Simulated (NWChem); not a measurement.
AlNH₄; SMILES [NH2][AlH2]

```xyz
6

Al     0.0000     0.0000     0.6547
H      0.0000    -1.4050     1.3916
H      0.0000     1.4050     1.3916
N      0.0000     0.0000    -1.1263
H      0.0000     0.8315    -1.7047
H      0.0000    -0.8315    -1.7047
```
Atoms are numbered in this order, from 1.

Computed with NWChem. Geometry: optimised at B3LYP/6-31G* (spherical d).

Problem. Taking TPSS/pcseg-2 as the yardstick, which of these has the fewest basis functions while keeping “dipole (D)” within 0.2 D of it: TPSS/STO-3G; TPSS/aug-pcseg-1; TPSS/def2-SVP; TPSS/pcseg-1?

Solution. TPSS/pcseg-1.
```tsv
level	basis functions	dipole (D)
TPSS/STO-3G	18	0.95
TPSS/pcseg-1	52	1.36
TPSS/def2-SVP	52	1.64
TPSS/aug-pcseg-1	86	1.20
TPSS/pcseg-2	120	1.21
```

The yardstick is one finite set, not the basis-set limit.
